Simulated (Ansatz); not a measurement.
An input meant for GeSe₂⁻ (charge -1, doublet).

```yaml
crystal:
  periodic: [false, false, false]
  atoms:
    - {symbol: Ge, position_ang: [-0.090045, 0.045866, -0.358108]}
    - {symbol: Se, position_ang: [-1.212182, -0.653454, 0.446638]}
    - {symbol: Se, position_ang: [1.317235, 0.514238, -0.024724]}
basis:
  gaussian: {orbitals: def2-TZVPP}
total_charge: -1
magnetization: {spin_polarized: true, initial_magnetization: 1}
hamiltonian: {xc: {name: wB97X-V}}
output: {forces: true}
```

```sh
$ ansatz run in.yaml --threads 4 --pin off --events-out ev --progress --plain --max-ram 3916MiB
```

Shortened log:

```
Functional definition: wB97X-V
971 factors; integrals over basis functions are off by at most 8.5e-4 eV
168 factors; integrals over basis functions are off by at most 2.2e-5 eV
mean field evaluation 1: about -187175.5153 eV, gradient 2.2e1 eV
mean field evaluation 2: about -187175.6522 eV, gradient 2.6e1 eV
mean field evaluation 4: about -187176.8148 eV, gradient 7.1e-1 eV
mean field evaluation 8: about -187176.8795 eV, gradient 3.0e-2 eV
mean field evaluation 16: about -187176.8796 eV, gradient 5.0e-5 eV
mean field -187176.87955457 eV, -6878.6234505846 hartree, gradient 5.1e-5 eV, S^2 0.753899; 0 other end points of the search recorded, 0 dependent functions left out
reference -187176.87955387 eV, -6878.6234505590 hartree; 51, 50 occupied and 93, 94 virtual orbitals, 971 factors
Total energy: -187176.87955387 eV, -6878.6234505590 hartree
Atom 0 at    -0.090045     0.045866    -0.358108 Å, force   -17.619744     6.088787   -43.445744 eV/Å
Atom 1 at    -1.212182    -0.653454     0.446638 Å, force   -44.472081   -27.180538    30.136840 eV/Å
Atom 2 at     1.317235     0.514238    -0.024724 Å, force    62.091824    21.091751    13.308904 eV/Å
Dipole moment:     0.008856     0.019709    -0.052973 e Å
```

**Question.** Something in this input is off. What?

**Answer.** The geometry is squeezed to about two thirds of its size. The run converged. The result belongs to that input, not to the species as meant. The highest occupied level of an anion often lies above zero with these methods, and sets without diffuse functions describe the outer electron poorly.
